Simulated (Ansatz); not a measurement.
`[SiH3][SiH2][SiH2][SiH2][GeH3]` + `C=O` → `O=C[SiH2][SiH2][SiH3]` + `[SiH3][GeH3]`  (formal exchange of groups at the Si–Si bond)

Gas-phase electronic energies from Ansatz, PBE0-D4/def2-TZVP geometries. CCSD(T)/CBS adds triple-zeta CCSD(T) − MP2 to the extrapolated MP2 energy (def2 sets, frozen cores). This one scheme is used for every species. DFT in def2-TZVPP. B3LYP here is the variant with VWN-RPA as its local correlation; programs differ in this. For Ge outer-core shells are correlated without core-valence functions, which leaves a few kJ/mol of doubt a bond. Scalar relativity is left out up to krypton. One conformer a species, not always the lowest.

`[SiH3][SiH2][SiH2][SiH2][GeH3]`:

Z-matrix (Å, degrees):
```
Si
Si 1 2.338
H 1 1.488 2 109.5
H 1 1.488 2 111.4 3 120.3
H 1 1.488 2 109.9 3 -119.0
Si 2 2.339 1 109.5 3 60.7
H 2 1.490 1 109.2 3 -58.2
H 2 1.490 1 110.2 3 -177.0
Si 6 2.337 2 108.4 1 -50.5
H 6 1.490 2 110.4 1 -170.5
H 6 1.490 2 109.7 1 70.1
Ge 9 2.380 6 109.7 2 -50.5
H 9 1.489 6 111.2 2 -172.0
H 9 1.490 6 109.1 2 68.7
H 12 1.538 9 110.3 6 -57.3
H 12 1.538 9 111.4 6 -177.9
H 12 1.538 9 110.0 6 61.9
```

`C=O`:

Z-matrix (Å, degrees):
```
C
O 1 1.195
H 1 1.109 2 122.0
H 1 1.109 2 122.0 3 -180.0
```

`O=C[SiH2][SiH2][SiH3]`:

Cartesian coordinates in Å:
```
O -0.728 -1.390 -1.514
C 0.431 -1.682 -1.354
Si 1.579 -0.643 -0.199
Si 0.206 0.517 1.294
Si -1.705 1.300 0.187
H 0.850 -2.560 -1.901
H 2.577 -1.552 0.430
H 2.315 0.289 -1.100
H 0.988 1.651 1.863
H -0.170 -0.393 2.411
H -2.722 0.228 0.081
H -2.280 2.432 0.967
H -1.341 1.802 -1.163
```

`[SiH3][GeH3]`:

Cartesian coordinates in Å:
```
Si -1.189 -0.120 0.108
Ge 1.167 0.118 -0.106
H -1.619 -1.443 -0.418
H -1.883 0.949 -0.657
H -1.584 -0.021 1.538
H 1.895 -0.979 0.688
H 1.623 1.486 0.428
H 1.591 0.009 -1.581
```

```
             level  ΔE (kJ/mol)
           ωB97X-V         30.2
             B3LYP         19.2
   CCSD/def2-TZVPP         32.0
SCS-MP2/def2-QZVPP         29.0
```

Q: What does CCSD(T)/CBS give? (Best estimate.)

A: The calculation gave: +33.7 kJ/mol. The listed levels differ from it by -3.5, -14.5, -1.7, -4.7 kJ/mol.

Largest T1 diagnostic among the species: 0.016.

From PBE to PBE0 (25 % exact exchange), in def2-TZVPP and without D4, ΔE moves by +3.0 kJ/mol. The D4 term adds +11.3 kJ/mol with B3LYP and +7.1 kJ/mol with PBE0; it sums over pairs of atoms, weighted by their polarisabilities, and B3LYP, whose exchange is more repulsive, gets the larger term. In def2-TZVPP, CCSD(T) changes the Hartree–Fock value by +15.8 kJ/mol (the triples alone add +1.8 kJ/mol) and MP2 by +16.9 kJ/mol.
